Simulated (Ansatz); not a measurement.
The first iterations of a band of H$_{3}$OSb (5 atoms, charge 0, multiplicity 1).

Level of theory: Ansatz 0.2.0, RKS PBE/def2-TZVP.

```json
{
 "movable images": "7",
 "climbing image": "yes",
 "spring": "5.0 eV/Å²",
 "optimiser": "quadratic models (default)",
 "start path": "IDPP",
 "force threshold": "0.05 eV/Å",
 "iteration limit": "60",
 "end points": "relaxed"
}
```

Image 0:

```xyz
5
Properties=species:S:1:pos:R:3
O 0.378 -0.796 0.872
Sb 0.023 0.159 -0.858
H 0.893 -1.594 0.666
H -1.651 0.437 -0.506
H 0.407 1.721 -0.215
```

Image 8:

```xyz
5
Properties=species:S:1:pos:R:3
O 0.718 -1.194 0.210
Sb -0.347 0.360 0.883
H 0.816 -1.146 -0.757
H -1.594 0.311 -0.331
H 0.457 1.595 -0.046
```

| iteration | highest image above the first end (eV) | largest band force component (eV/Å) |
| --- | --- | --- |
| 1 | 2.680 | 1.679 |
| 2 | 2.582 | 0.583 |

Problem. Does the band converge within its limit, and where does its top end?

Solution. The run converged. It ended after 5 iterations with the highest image 2.589 eV above the first end. A vibrational analysis at the climbing image gives one clearly imaginary mode, 1277i cm⁻¹: a first-order saddle point.

Run time: 38 s on 2 threads of Arm Neoverse V2, with other jobs on the host, peak memory 0.14 GiB.
